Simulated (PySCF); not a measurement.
CH3Cl2NSi2, SMILES Cl[Si]1(Cl)C=N[SiH2]1.

The structure is a stationary point at ωB97X-D3(BJ)/def2-SVP. This is a generated structure with no PubChem entry under its InChIKey; it may be hypothetical.

Two levels are set side by side: PBE/def2-TZVP (PySCF) and r2SCAN/def2-TZVP (PySCF). Same geometry, gas phase. Differences are taken from unrounded values.

```csv
quantity,r2SCAN,PBE,PBE minus r2SCAN
orbital gap (eV),3.56,3.15,-0.40
highest occupied level (eV),-6.25,-6.02,0.23
lowest empty level (eV),-2.69,-2.87,-0.17
dipole moment (D),0.54,0.53,-0.01
mean polarisability (bohr³),92.0,94.9,2.8
```

Rough cost on one machine, each run with all the roots and properties that it gave: r2SCAN against PBE about 4 times.
